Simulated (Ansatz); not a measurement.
Basis-set series for CH$_{7}$NO$_{3}$Zr, SMILES `C[NH][Zr]([OH])([OH])[OH]`. The species carries charge 0 and has multiplicity 1. Zr: def2 effective core potential. Geometry: relaxed with PBE0-D4/def2-TZVP. It is one conformer, not always the lowest.

| functional | basis | functions | energy (Eh) | HOMO (eV) | LUMO (eV) |
| --- | --- | --- | --- | --- | --- |
| PBE0-D4 | def2-SVP | 136 | -369.41493 | -6.25 | 0.20 |
| PBE0-D4 | def2-QZVPP | 576 | -369.83791 | -6.48 | -0.18 |
| ωB97M-V | def2-SVP | 136 | -369.56791 | -8.55 | 1.17 |
| ωB97M-V | def2-QZVPP | 576 | -370.00172 | -8.79 | 0.60 |

Question: Give the rows for def2-TZVPP. (Estimate.)

Answer: Ansatz gave: 
```csv
functional,basis,functions,energy (Eh),HOMO (eV),LUMO (eV)
PBE0-D4,def2-TZVPP,309,-369.81573,-6.44,-0.06
ωB97M-V,def2-TZVPP,309,-369.98047,-8.75,0.81
```

Positive LUMOs are unbound and depend on the basis.
